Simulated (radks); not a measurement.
Results of a calculation; reference values are marked as such.
Ionisation of Sc, [Ar] 3d1 4s2, to Sc+, [Ar] 3d1 4s1, under several functionals. Dirac Kohn-Sham, spin-unpolarised, spherical densities, point nucleus; open shells fill j = l - 1/2 first; a radial shooting solver on a logarithmic mesh with Libxc functionals.

| functional | E(Sc) (hartree) | Exc (hartree) | IE (eV) | -e(HOMO) (eV) | <r> HOMO (bohr) | IE error (eV) |
|---|---|---|---|---|---|---|
| exchange-only LDA | -760.65369 | -35.39346 | 6.172 | 2.329 | 1.918 | -0.390 |
| exchange-only B88 | -763.43011 | -38.23765 | 6.291 | 2.446 | 1.913 | -0.270 |
| LDA (Slater exchange, Perdew-Wang correlation) | -762.32680 | -37.11024 | 7.059 | 3.439 | 1.852 | +0.498 |
| BP86 | -764.38155 | -39.21458 | 7.057 | 3.368 | 1.866 | +0.495 |
| XLYP | -764.49958 | -39.33572 | 6.841 | 3.142 | 1.865 | +0.279 |
| LDA (Slater exchange, VWN5 correlation) | -762.33423 | -37.11802 | 7.058 | 3.442 | 1.851 | +0.496 |
| B86b exchange with PBE correlation | -764.28814 | -39.12114 | 6.923 | 3.266 | 1.865 | +0.361 |

NIST Atomic Spectra Database: 6.561 eV (measured). Closest: exchange-only B88. The Delta-SCF values span 0.89 eV, the total energies 3.85 hartree. The highest occupied level is 3d3/2. Spin polarisation and multiplet splitting are left out, so open shells lie too high by an amount that depends on their filling.

Beside tabulated values, note that spin-unpolarised runs miss the spin-polarisation part of the exchange energy of open shells.
